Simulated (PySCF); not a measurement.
Atom-mapped SMILES (the numbers label the heavy atoms): `[O:1]=[CH:2][O:3][CH2:4]/[CH:5]=[CH:6]\[SiH2:7][Cl:8]`; H(Xn) means a hydrogen on atom n.

All values are calculated (PySCF 2.14.0 with density-fitted response routines): GFN2-xTB geometry, σ from GIAO-PBE0/pcSseg-1. No solvent, one averaged value for each set of equivalent atoms, no relativistic terms, one conformer.

References, each an isolated molecule treated in the same way: $^{13}$C (σ = 186.93 ppm) and $^{1}$H (σ = 31.72 ppm) and $^{29}$Si (σ = 349.16 ppm) vs TMS; $^{17}$O (σ = 336.08 ppm) vs H2O; HCl for $^{35}$Cl (σ = 949.78 ppm).

```json
{"atoms": "H(C4)", "nucleus": "$^{1}$H", "count": "2", "δ (ppm)": "4.77"}
{"atoms": "O1", "nucleus": "$^{17}$O", "count": "1", "δ (ppm)": "?"}
{"atoms": "H(C2)", "nucleus": "$^{1}$H", "count": "1", "δ (ppm)": "?"}
{"atoms": "C2", "nucleus": "$^{13}$C", "count": "1", "δ (ppm)": "166.3"}
{"atoms": "Cl8", "nucleus": "$^{35}$Cl", "count": "1", "δ (ppm)": "?"}
{"atoms": "O3", "nucleus": "$^{17}$O", "count": "1", "δ (ppm)": "221.4"}
{"atoms": "Si7", "nucleus": "$^{29}$Si", "count": "1", "δ (ppm)": "-34.6"}
{"atoms": "C5", "nucleus": "$^{13}$C", "count": "1", "δ (ppm)": "145.3"}
{"atoms": "H(C6)", "nucleus": "$^{1}$H", "count": "1", "δ (ppm)": "6.51"}
{"atoms": "C6", "nucleus": "$^{13}$C", "count": "1", "δ (ppm)": "147.2"}
{"atoms": "H(C5)", "nucleus": "$^{1}$H", "count": "1", "δ (ppm)": "6.61"}
{"atoms": "H(Si7)", "nucleus": "$^{1}$H", "count": "2", "δ (ppm)": "?"}
{"atoms": "C4", "nucleus": "$^{13}$C", "count": "1", "δ (ppm)": "67.3"}
```

Q: Estimate the values marked ?.

A: 
- H(C2): 8.05 ppm, hydrogen on an ester carbonyl carbon
- H(Si7): 5.51 ppm, hydrogen on a silicon bonded to C, Cl
- O1: 448.7 ppm, ester carbonyl oxygen
- Cl8: -65 ppm, chlorine bonded to Si

Shifts are as computed. Against solution values, carbons near 30 ppm lie about +3 ppm off and those near 130 ppm about +5 ppm. Of 1309 compounds with measured shifts, 239 miss one by over three times the rms of a fit or turn the order of signals round; such compounds aren't used in these exercises. Unscaled 17O shifts of doubly bonded oxygen tend to come out too high, by tens of ppm or more. Experimental scales use liquid or dissolved standards, which lie at an offset from isolated H2O (liquid H2O: subtract about 36 ppm).
